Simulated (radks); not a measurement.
All-electron atom: the zinc ion Zn+ in [Ar] 3d10 4s1.

Calculated with a radial shooting solver on a logarithmic mesh with Libxc functionals: Dirac Kohn-Sham, PBE, spin-unpolarised, spherical densities, point nucleus; speed of light set to 685.18 atomic units (5 times the physical value, a model run).

Energy parts (eV):
| part | energy |
|---|---|
| total | -48422.338 |
| kinetic | 48424.893 |
| electron-nucleus | -115719.349 |
| Hartree | 20794.285 |
| exchange-correlation | -1922.168 |

Orbitals (lengths in bohr, moments of r in powers of bohr; r(max) is where P^2 peaks; r(90%) holds 90 % of the orbital's charge):
orbital  occ.  eigenvalue (eV)   <1/r>  r(90%)   r(max)
1s1/2       2        -9419.369   29.54  0.0910  0.03368
2s1/2       2        -1142.590   6.442   0.355   0.1924
2p1/2       2        -1008.120   6.408   0.326   0.1533
2p3/2       4        -1007.189   6.402   0.326   0.1535
3s1/2       2        -134.7604   2.048    1.04   0.5966
3p1/2       2         -92.0724   1.918    1.11   0.5958
3p3/2       4         -91.9541   1.917    1.11   0.5961
3d3/2       4         -20.0787   1.525    1.56   0.5654
3d5/2       6         -20.0642   1.524    1.57   0.5655
4s1/2       1         -13.7175  0.5308    3.68    2.018
4p1/2       0          -7.7569  0.4025    4.87    2.564
4p3/2       0          -7.7522  0.4022    4.87    2.566

The highest occupied level is 4s1/2 at -13.717 eV. The density falls to 0.001 e/bohr^3 at r = 3.65 bohr.
